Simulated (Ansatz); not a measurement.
Ansatz results at the PBE0-D4/def2-TZVP geometry: HOMO energy (PBE0/def2-TZVPP) -7.42 eV; HOMO–LUMO gap (ωB97M-V/def2-TZVPP) 8.82 eV; HOMO energy (PBE/def2-TZVPP) -6.38 eV.

Each molecule was computed in one conformer, which needn't be the lowest.

(1) Which molecule gave them?
A. `[AlH2][SiH2]P`
B. `B[SiH](B)CF`
C. `C[N]([GeH2][GaH2])[GeH]([OH])[SnH3]`
D. `C=C=[Se]`

Answers

(1) A. The others give `C[N]([GeH2][GaH2])[GeH]([OH])[SnH3]`: -6.57, 9.32, -5.38; `C=C=[Se]`: -6.45, 8.21, -5.42; `B[SiH](B)CF`: -7.91, 8.94, -6.78.
